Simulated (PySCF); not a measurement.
Molecule: SMILES CC(C)(C)CC=O. Atoms near the plane z = 1.0 Å, at the GFN2-xTB optimised geometry (x, y, z in Å): C1 (1.4, 0.5, 1.3), C2 (0.9, -0.2, 0.0), C3 (1.3, -1.7, 0.0), C5 (-0.7, -0.2, 0.0), C6 (-1.4, 1.1, 0.0), O7 (-0.9, 2.2, 0.0), H8 (2.5, 0.5, 1.3), H9 (1.1, 1.5, 1.3), H10 (1.0, 0.0, 2.2), H11 (2.4, -1.7, 0.0), H12 (1.0, -2.2, 0.9), H18 (-1.0, -0.8, 0.9), H19 (-2.5, 1.0, 0.0).

Computed with PBE/def2-SVP in PySCF. Cells within 0.4 Å of a nucleus heavier than hydrogen are left out (blank, or x). The values are rescaled to run from 0 to 1.

```
|222221111111111111222222222|
|222211111000011111122222222|
|222211110000001111122222222|
|222211100000000111122222222|
|222221100000000111222222222|
|222221110011000122222222222|
|222222211233101233222222222|
|222222233465212798422222222|
|223333456775325999632222222|
|233334579996436999954332222|
|333344579998546999999743322|
|33334457999865899x999984322|
|33334456799977999x999994332|
|333334456999989999999964332|
|333334458999989999975543322|
|333333459999977898643333322|
|333333459999855677643333322|
|333333346999545799754333322|
|333333344555447999854333322|
|333333333444449999843333322|
|333333333333349999633333222|
|333333333333346998432222222|
|333333333333334454322222222|
|333333333333333333222222222|
|333333333333333332222222222|
|233333333333333222222222222|
|223333333333332222222222222|
```
Scale: ten equal steps from 0.000 (start of '0') to 1.00 (end of '9'), in the order '0123456789'; x runs from -4.50 to 4.50, y from -4.50 (bottom) to 4.50 (top).

Q: Which quantity is mapped?
A. deformation density (molecule minus spherical neutral atoms)
B. electrostatic potential
C. log10 of the electron density
D. an orbital amplitude

A: B, electrostatic potential. In full: electrostatic potential (hartree/e), clipped to [-0.08, 0.12].
